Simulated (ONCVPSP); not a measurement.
What one change does to a pseudopotential (platinum, ONCV)

| Property | Result |
| --- | --- |
| Element | platinum (Pt) |
| Generator | ONCVPSP 4.0.1 |
| Type | optimised norm-conserving Vanderbilt (ONCV) |
| Functional | PBE |
| Relativity | fully relativistic |
| Frozen core | [Kr] 4d10 |
| Valence charge | 32 |
| Reference configuration | 4f14 5s2 5p6 5d9 6s1 |
| Partial waves | 5s+6s: rc 1.55 bohr, ncon 4, nbas 7, qcut 6.8 1/bohr, 2 projectors; 5p: rc 1.55 bohr, ncon 4, nbas 7, qcut 9.4 1/bohr, 1 projector; 5d: rc 1.65 bohr, ncon 4, nbas 8, qcut 5.4 1/bohr, 1 projector; 4f: rc 0.95 bohr, ncon 4, nbas 8, qcut 17.5 1/bohr, 2 projectors, debl 1.7 Ha |
| Local potential | polynomial inside 0.60 bohr (lpopt 5, dvloc0 4 Ha) |
| Core correction | polynomial model core, fcfact 0.55 |

Open shells are filled in proportion to 2j + 1.

In the f channel the program set the typed energies aside and used -2.512, 0.250 Ha (j = l + 1/2; the other j can differ).

Change: all radii but the core radius scaled by about 1.30 (s 2.02, p 2.02, d 2.14, f 1.24 bohr); local potential polynomial inside 0.78 bohr (lpopt 5, dvloc0 4 Ha).

Cutoffs: the cutoffs (Ha) at which the residual kinetic energy of the hardest occupied pseudo-wave falls to 1 and 0.1 mHa per electron; they do not see the model core or the augmentation charge, which bear on the density cutoff. Errors are all-electron minus pseudo energies relative to the spin-unpolarised reference configuration.

Predict the effect on cutoff, ghosts and configuration errors.

The potential gets softer (141 Ha and 160 Ha → 114 Ha and 125 Ha); both files keep a bound ghost (p, s); the lowest positive-energy flag moves from d5/2 at 39.2 eV to d5/2 at 210.4 eV; of the 4 tests that both files solve, the error grows in 2 and shrinks in 1 by more than 15 % and 0.3 meV (median size 16.9 → 6.9 meV). A larger radius leaves more room for a smooth pseudo-wave, so fewer plane waves are needed.

```csv
quantity,base,changed
"cutoff, loose",141 Ha,114 Ha
"cutoff, tight",160 Ha,125 Ha
loose cutoff by channel,"s 20 Ha, p 29 Ha, d 41 Ha, f 141 Ha","s 13 Ha, p 19 Ha, d 14 Ha, f 114 Ha"
bound ghosts,"s, p3/2, p1/2","s, p3/2, p1/2"
GHOST(+) flags under 300 eV,"d5/2 at 39.2 eV, d3/2 at 62.2 eV","d5/2 at 210.4 eV, d3/2 at 224.0 eV"
"error for 4f14 5s2 5p6 5d9 6s0, meV [ΔE 9.21 eV]",-1.6,-1.5
"error for 4f14 5s2 5p6 5d8 6s0, meV [ΔE 29.19 eV]",+5.2,-6.3
"error for 4f14 5s2 5p6 5d7 6s0, meV [ΔE 61.41 eV]",+29,+7.4
"error for 4f14 5s1 5p6 5d9 6s1, meV [ΔE 108.32 eV]",-214,-435
"rms error of d²Exc/dni dnj with the model core, mHa",2.85,3.51
```

 A true bound ghost makes a file unfit for plane-wave use even where its test errors are small: the radial tests pick states by their node count and pass the ghost by.
